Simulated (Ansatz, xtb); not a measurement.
Molecule: sum formula SiHF, charge 0, multiplicity 1. SMILES: F[SiH]
Geometry from a B3LYP-D3(BJ)/def2-TZVP (Ansatz, a first-principles code) optimisation:
```xyz
3

Si    -0.2468    -0.3148     0.4521
H     -0.9813    -1.2112    -0.5591
F      0.4929     0.6243    -0.6411
```
Charge 0, spin multiplicity 1.

Harmonic wavenumbers from GFN2-xTB (xtb, at its own minimum), cm⁻¹: 718, 799, 2126.

Question: Give the harmonic wavenumbers at B3LYP-D3(BJ)/def2-TZVP (Ansatz, finite differences of forces, unscaled).

Answer: 832, 867, 1958 cm⁻¹. Zero-point energy 5.2 kcal/mol.

Question: From these and the geometry, give the ideal-gas thermochemistry at 298.15 K and 1 atm (rigid rotor, harmonic oscillator).

Answer: Point group Cs, rotational symmetry number 1. Rotational constants 224.6, 16.59, 15.45 GHz. S(trans) 37.54, S(rot) 19.26, S(vib) 0.34, S(elec, spin only) 0.00, S 57.1 cal/(mol K). H(298) - H(0) 2.45 kcal/mol; G - E(el) -9.4 kcal/mol.
